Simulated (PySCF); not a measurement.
## Relaxation of singlet SbSI

Level of theory: PBE0/[Sb def2-TZVP with ECP28, S def2-TZVP, I def2-TZVP with ECP28], scalar-relativistic core potentials, density fitting, no spin–orbit coupling, PySCF. A (50,194) grid was used.

A hand-made linear start, of C∞v symmetry, held to at least that symmetry:

```xyz
3
charge 0 multiplicity 1, angstrom
Sb    0.0000    0.0000   -0.9789
S     0.0000    0.0000   -3.2489
I     0.0000    0.0000    1.7511
```

Problem. What forces act on the atoms at the start (eV/Å)?

Solution. 
| atom | Fx | Fy | Fz |
| --- | --- | --- | --- |
| Sb1 | 0.00 | 0.00 | -2.34 |
| S2 | 0.00 | 0.00 | 0.42 |
| I3 | 0.00 | 0.00 | 1.91 |

Problem. What does it relax to?

Solution. It ends at C∞v with Sb–I 3.008 Å, Sb–S 2.217 Å; I–Sb–S 180.0°. A frequency run shows 2 imaginary modes (one degenerate set), down to 154i cm⁻¹, so it is a higher-order saddle point.

Problem. How much energy is released, and in how many steps?

Solution. 23.2 kJ/mol in 5 steps.
